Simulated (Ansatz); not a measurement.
`FB([SiH3])Br` + HCl → `FB(Cl)Br` + SiH₄ at 600 K and 1 bar (cleavage of the B–Si bond).

Gas-phase electronic energies from Ansatz, PBE0-D4/def2-TZVP geometries. CCSD(T)/CBS adds triple-zeta CCSD(T) − MP2 to the extrapolated MP2 energy (def2 sets, frozen cores). This one scheme is used for every species. For Br outer-core shells are correlated without core-valence functions, which leaves a few kJ/mol of doubt a bond. Scalar relativity is left out up to krypton.

```json
{"species": "`FB([SiH3])Br`", "CCSD(T)/CBS energy (Eh)": "-2988.86296", "H − E (kJ/mol)": "133.6", "S (J/(mol·K))": "413.2"}
{"species": "HCl", "CCSD(T)/CBS energy (Eh)": "-460.38127", "H − E (kJ/mol)": "35.4", "S (J/(mol·K))": "207.2"}
{"species": "`FB(Cl)Br`", "CCSD(T)/CBS energy (Eh)": "-3157.81685", "H − E (kJ/mol)": "57.1", "S (J/(mol·K))": "351.8"}
{"species": "SiH₄", "CCSD(T)/CBS energy (Eh)": "-291.46306", "H − E (kJ/mol)": "108.7", "S (J/(mol·K))": "242.3"}
```

H − E and S are ideal-gas, rigid-rotor, harmonic terms from PBE0-D4/def2-TZVP. 1 Eh = 2625.50 kJ/mol, R = 8.31446 J/(mol·K).

Q: By hand: ΔE, ΔH, ΔS and ΔG.

A: ΔE = (-3157.81685) + (-291.46306) − (-2988.86296) − (-460.38127) = -0.03568 Eh = -93.7 kJ/mol. Δ(H − E) = 57.1 + 108.7 − 133.6 − 35.4 = -3.2, so ΔH = -96.9 kJ/mol. ΔS = 351.8 + 242.3 − 413.2 − 207.2 = -26.3 J/(mol·K). ΔG = -96.9 − 600 × (-26.3)/1000 = -81.1 kJ/mol.

Q: By hand: the equilibrium constant, and the temperature at which ΔG would vanish if ΔH and ΔS stayed fixed.

A: log₁₀ K = −ΔG/(RT ln 10) = 7.1. ΔG = 0 at ΔH/ΔS = 3684 K, far beyond where these terms or the molecules hold.

ΔH outweighs TΔS. A doubt of 5 kJ/mol in ΔE shifts log₁₀ K by 0.4 here. Modes under 60 cm⁻¹, often nearly free rotors, make the harmonic entropy too high. These are equilibria of isolated gas molecules and say nothing of rates. Largest T1 diagnostic: 0.012 (customary marks: 0.02 for closed shells, 0.045 for open ones).
